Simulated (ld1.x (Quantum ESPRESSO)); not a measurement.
Values are calculated unless marked as measured or tabulated.
**Pseudopotentials across the periodic table**

Generated with ld1.x 7.5 (TM, RRKJ, ultrasoft, PAW), atompaw 4.2 or ONCVPSP 4.0.1. The cutoff is in Ry: for ld1.x and atompaw files where the sum of valence levels is converged to 10 mRy in a Bessel basis, for ONCV files where the hardest occupied wave has 1 mHa per electron of residual kinetic energy. The error is the largest all-electron minus pseudo excitation energy over each file’s own four to seven test configurations (ionisations up to +4, promotions, holes and added fractions of an electron), all of which were solved. The labels leave out finer settings (local radius, basis sizes, second energies), which also bear on the numbers. Spin-polarised tests are not counted. The rows are a selection from randomly drawn settings: files with unsolved tests, undetermined cutoffs or missed reference levels are left out.

A true bound ghost makes a file unfit for plane-wave use even where its test errors are small: the radial tests pick states by their node count and pass the ghost by.

| element | potential | cutoff (Ry) | largest error (meV) | bound ghosts |
| --- | --- | --- | --- | --- |
| C | TM, PBE, scalar-relativistic, rc 0.85/1.30/1.10 (spd), local d, core correction yes, reference 2s2 2p1 | 80 | +130 | none |
| P | PAW, PBE, scalar-relativistic, rc 1.35/1.95 (sp), local smoothed, core correction yes, reference 3s2 3p3 | 18 | -131 | none |
| As | ultrasoft, PBEsol, scalar-relativistic, rc 1.75/1.85/1.45 (spd), local smoothed, core correction no, reference 4s2 4p1.5 | 10 | +55 | d |
| Br | RRKJ, PBE, scalar-relativistic, rc 1.30/1.75/1.40 (spd), local smoothed, core correction yes, reference 4s2 4p5 | 45 | -11 | d |
| Tb | TM, PBEsol, scalar-relativistic, rc 3.55/4.20/2.25 (spd), local p, core correction no, reference 5d1 6s1 6p1 | 15 | +57 | none |

Q: Fill in the row for C: RRKJ, PBE, non-relativistic, rc 0.85/2.15/2.10 (spd), local s, core correction yes, reference 2s2 2p2.

A: cutoff 80 Ry, largest error +862 meV, bound ghosts: none.

Q: Fill in the row for Br: RRKJ, BLYP, scalar-relativistic, rc 1.55/1.25 (sp), local s, core correction no, reference 4s2 4p5.

A: cutoff 80 Ry, largest error +126 meV, bound ghosts: p.
